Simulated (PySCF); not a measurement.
PySCF job for B(Cl)(GeH3)(OH) (BClGeH4O), SMILES Cl[B](O)[GeH3], B3LYP-D3(BJ)/def2-SVP. Geometry optimised at B3LYP-D3(BJ)/def2-SVP. The structure was generated by enumeration, and PubChem lists no compound with its InChIKey, so it may never have been made. The values are those of a single conformer.

```python
import numpy as np
from pyscf import gto, scf, dft, df
from pyscf.hessian import thermo

mol = gto.M(
    atom='''
    B     0.46270256    0.68621683   -0.00000000
    Cl   -0.77426073    1.97795424   -0.00000000
    Ge   -0.13289493   -1.30270572   -0.00000000
    H    -1.00002247   -1.59912683    1.24303416
    H    -1.00002247   -1.59912683   -1.24303415
    H     1.06707734   -2.27259685   -0.00000000
    O     1.76363655    1.01605231    0.00000000
    H     1.92543236    1.97270878   -0.00000000
    ''',
    basis='def2-SVP',
    charge=0,
    spin=0,
    max_memory=1600,
    verbose=3,
)
mf = dft.RKS(mol, xc='b3lyp').density_fit(auxbasis='def2-universal-jkfit')
mf.disp = 'd3bj'
mf.grids.level = 3
mf.conv_tol = 1e-11
mf.max_cycle = 100
mf.kernel()

# [left out here: the lines that compute and print the analytic Hessian (its translational invariance restored by hand, since the grid's response is missing), thermochemistry and intensities]
```

Program output:

```
converged SCF energy = -2639.36003806852

WARN: DFTD3 does not support analytical Hessian, using finite difference


WARN: Mole.unit (angstrom) is changed to Bohr

Mode                                 0                   1                   2
Irrep
Freq [cm^-1]                       51.9170            148.3612            271.3444
Reduced mass [au]                   1.0762              7.6158              7.4461
Force const [Dyne/A]                0.0017              0.0988              0.3230
Char temp [K]                      74.6970            213.4588            390.4042
Normal mode                   x     y     z       x     y     z       x     y     z
       0   B                -0.00  0.00  0.00    0.10 -0.01 -0.00   -0.04 -0.01  0.00
       1  Cl                 0.00  0.00  0.02   -0.01 -0.12  0.00   -0.04 -0.03 -0.00
       2  Ge                 0.00 -0.00  0.00   -0.02  0.04 -0.00    0.02  0.06  0.00
       3   H                -0.47  0.12 -0.30   -0.06  0.15 -0.00    0.04 -0.02 -0.01
       4   H                 0.47 -0.12 -0.30   -0.06  0.15  0.00    0.04 -0.02  0.01
       5   H                 0.00  0.00  0.53   -0.15 -0.12  0.00    0.08  0.12 -0.00
       6   O                -0.00 -0.00 -0.05    0.08  0.06 -0.00   -0.00 -0.18 -0.00
       7   H                -0.00 -0.00 -0.08    0.02  0.07 -0.00    0.16 -0.21 -0.00
Mode                                 3                   4                   5
Irrep
Freq [cm^-1]                      314.4602            449.1319            517.3544
Reduced mass [au]                   1.7460              5.0199              1.2571
Force const [Dyne/A]                0.1017              0.5966              0.1982
Char temp [K]                     452.4383            646.2008            744.3579
Normal mode                   x     y     z       x     y     z       x     y     z
       0   B                -0.00 -0.00 -0.19    0.08  0.07  0.00   -0.04 -0.05  0.00
       1  Cl                -0.00  0.00  0.02   -0.09  0.05 -0.00    0.01  0.01  0.00
       2  Ge                 0.00  0.00 -0.01    0.00 -0.03 -0.00    0.03  0.00 -0.00
       3   H                 0.09  0.40  0.16   -0.05  0.10 -0.00   -0.17  0.38 -0.04
       4   H                -0.09 -0.40  0.16   -0.05  0.10  0.00   -0.17  0.38  0.04
       5   H                 0.00  0.00  0.25   -0.12 -0.18  0.00   -0.40 -0.51  0.00
       6   O                -0.00 -0.00  0.05    0.13 -0.03 -0.00   -0.07 -0.02 -0.00
       7   H                 0.00 -0.00  0.29    0.29 -0.06 -0.00   -0.11 -0.02 -0.00
Mode                                 6                   7                   8
Irrep
Freq [cm^-1]                      573.6523            648.3736            794.7487
Reduced mass [au]                   1.6623              1.2625              1.9006
Force const [Dyne/A]                0.3223              0.3127              0.7073
Char temp [K]                     825.3580            932.8653           1143.4664
Normal mode                   x     y     z       x     y     z       x     y     z
       0   B                 0.00 -0.00  0.19   -0.00  0.00 -0.09    0.07 -0.18 -0.00
       1  Cl                 0.00  0.00 -0.01   -0.00 -0.00  0.01   -0.03  0.03  0.00
       2  Ge                -0.00 -0.00 -0.03    0.00 -0.00  0.00   -0.00  0.00  0.00
       3   H                 0.16  0.38  0.20   -0.01  0.00 -0.01    0.12  0.28  0.13
       4   H                -0.16 -0.38  0.20    0.01 -0.00 -0.01    0.12  0.28 -0.13
       5   H                 0.00  0.00  0.30   -0.00 -0.00 -0.03    0.21  0.28 -0.00
       6   O                 0.00 -0.00 -0.02   -0.00  0.00  0.09    0.03 -0.01 -0.00
       7   H                -0.00  0.00 -0.25    0.00 -0.00 -0.88   -0.38  0.07  0.00
Mode                                 9                  10                  11
Irrep
Freq [cm^-1]                      829.1345            889.8514            890.2063
Reduced mass [au]                   1.3266              1.0266              1.0217
Force const [Dyne/A]                0.5373              0.4789              0.4770
Char temp [K]                    1192.9400           1280.2981           1280.8087
Normal mode                   x     y     z       x     y     z       x     y     z
       0   B                -0.05  0.11 -0.00   -0.01  0.02  0.00    0.00 -0.00  0.02
       1  Cl                 0.02 -0.02  0.00    0.00 -0.00 -0.00   -0.00  0.00 -0.00
       2  Ge                -0.00 -0.02  0.00   -0.01  0.00  0.00    0.00 -0.00  0.01
       3   H                 0.01  0.46  0.11    0.54 -0.00  0.37   -0.25  0.40 -0.09
       4   H                 0.01  0.46 -0.11    0.54 -0.00 -0.37    0.25 -0.40 -0.09
       5   H                 0.28  0.35 -0.00   -0.21 -0.28 -0.00    0.00  0.00 -0.72
       6   O                -0.03  0.00 -0.00   -0.02 -0.00 -0.00    0.00  0.00 -0.00
       7   H                 0.29 -0.05  0.00    0.08 -0.02 -0.00   -0.00  0.00 -0.00
Mode                                12                  13                  14
Irrep
Freq [cm^-1]                     1104.4404           1381.0786           2119.2992
Reduced mass [au]                   1.6147              9.7758              1.0142
Force const [Dyne/A]                1.1604             10.9860              2.6839
Char temp [K]                    1589.0438           1987.0646           3049.1997
Normal mode                   x     y     z       x     y     z       x     y     z
       0   B                 0.05 -0.15 -0.00   -0.23 -0.08  0.00   -0.00  0.00 -0.00
       1  Cl                -0.01  0.01  0.00    0.00 -0.00 -0.00    0.00 -0.00  0.00
       2  Ge                 0.00  0.00  0.00    0.00  0.00  0.00   -0.01 -0.01 -0.00
       3   H                -0.01 -0.03 -0.02    0.01  0.00  0.01    0.37  0.12 -0.55
       4   H                -0.01 -0.03  0.02    0.01  0.00 -0.01    0.37  0.12  0.55
       5   H                 0.02  0.02 -0.00   -0.04 -0.01  0.00   -0.21  0.15 -0.00
       6   O                -0.07  0.06  0.00    0.13  0.04  0.00   -0.00 -0.00  0.00
       7   H                 0.76 -0.11  0.00    0.13  0.05 -0.00   -0.00 -0.00  0.00
Mode                                15                  16                  17
Irrep
Freq [cm^-1]                     2119.4142           2128.3540           3775.4477
Reduced mass [au]                   1.0238              1.0229              1.0650
Force const [Dyne/A]                2.7095              2.7301              8.9438
Char temp [K]                    3049.3652           3062.2275           5432.0286
Normal mode                   x     y     z       x     y     z       x     y     z
       0   B                -0.00  0.00  0.00   -0.01 -0.00  0.00   -0.00  0.00  0.00
       1  Cl                 0.00 -0.00 -0.00    0.00  0.00  0.00   -0.00 -0.00 -0.00
       2  Ge                -0.00 -0.00  0.01   -0.01  0.01  0.00    0.00 -0.00 -0.00
       3   H                 0.40  0.14 -0.55    0.08  0.05 -0.15    0.00  0.00  0.00
       4   H                -0.40 -0.14 -0.55    0.08  0.05  0.15    0.00  0.00 -0.00
       5   H                -0.00  0.00  0.03    0.74 -0.60  0.00   -0.00 -0.00  0.00
       6   O                -0.00 -0.00 -0.00    0.00  0.00  0.00    0.01  0.06 -0.00
       7   H                -0.00 -0.00 -0.00   -0.00  0.00 -0.00   -0.18 -0.95  0.00
temperature 298.1500 [K]
pressure 101325.00 [Pa]
Rotational constants [GHz] 5.98449 1.67935 1.33291
Symmetry number 1
Zero-point energy (ZPE) 0.04330 [Eh]   113684.536 [J/mol]
                           tot       elec      trans        rot        vib
Entropy [J/mol/K]       341.795      0.000    170.280    115.374     56.141
Cv [J/mol/K]             85.819      0.000     12.472     12.472     60.875
Cp [J/mol/K]             94.133      0.000     20.786     12.472     60.875
Internal energy [J/mol]                      3718.434   3718.434 122661.318
Internal energy [Eh]   -2639.31049  -2639.36004
Enthalpy [J/mol]                             6197.391   3718.434 122661.318
Enthalpy [Eh]          -2639.30954
Gibbs free energy [J/mol]                  -44571.579 -30680.449 105922.974
Gibbs free energy [Eh] -2639.34836
mode   freq/cm-1   IR/(km/mol)
   1       51.92         0.062
   2      148.36         0.713
   3      271.34        11.895
   4      314.46         0.759
   5      449.13        25.762
   6      517.35        22.572
   7      573.65        35.564
   8      648.37       120.490
   9      794.75       252.870
  10      829.13        18.284
  11      889.85        26.110
  12      890.21        29.788
  13     1104.44       246.399
  14     1381.08       203.685
  15     2119.30        61.776
  16     2119.41       119.413
  17     2128.35       137.517
  18     3775.45        61.567
max |gradient| / (hartree/bohr): 9.14704840011655e-05
APT charges: [ 0.91   -0.5071  0.7653 -0.2323 -0.2323 -0.2526 -0.7637  0.3126]
```

The run converged.

Cost: around 70 core-seconds (rough).
